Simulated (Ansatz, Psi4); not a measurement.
Approach curve of the dimer C2H6 ··· BCl3 (SMILES CC and ClB(Cl)Cl), singlet. Monomers: optimised at B3LYP-D3(BJ) (def2-TZVP), held rigid. Orientation: lowest of the rigid-body minima from ten starts at GFN2-xTB. Only R, the distance of the centres of mass, is varied, so the lowest point isn't the relaxed dimer.

Methods: SAPT0/jun-cc-pVDZ, frozen core (Psi4); B3LYP/def2-TZVP, counterpoise-corrected (Psi4); PBE/def2-TZVP, counterpoise-corrected (Psi4); CCSD(T)/aug-cc-pVDZ = CCSD(T) on RHF/aug-cc-pVDZ, frozen core, counterpoise-corrected (Ansatz, an electronic-structure program).

Cost and agreement with CCSD(T)/aug-cc-pVDZ over the 12 points of the scan, with CCSD(T)/aug-cc-pVDZ as yardstick. Costs are rough ratios of core time within Psi4 on shared cores, each with its mean field (Kohn-Sham runs search longer for lower solutions than correlated ones do); the miss is the largest difference from CCSD(T) of the interaction energy, in kcal/mol.

Problem. Which is the cheapest of these levels that stays within 1.3 kcal/mol of CCSD(T)/aug-cc-pVDZ?

Solution. SAPT0/jun-cc-pVDZ.

```tsv
level	relative cost	largest difference
SAPT0/jun-cc-pVDZ	1	0.53
B3LYP/def2-TZVP	2	3.89
PBE/def2-TZVP	2	1.99
```

Costs within a factor of two of each other count as equal.
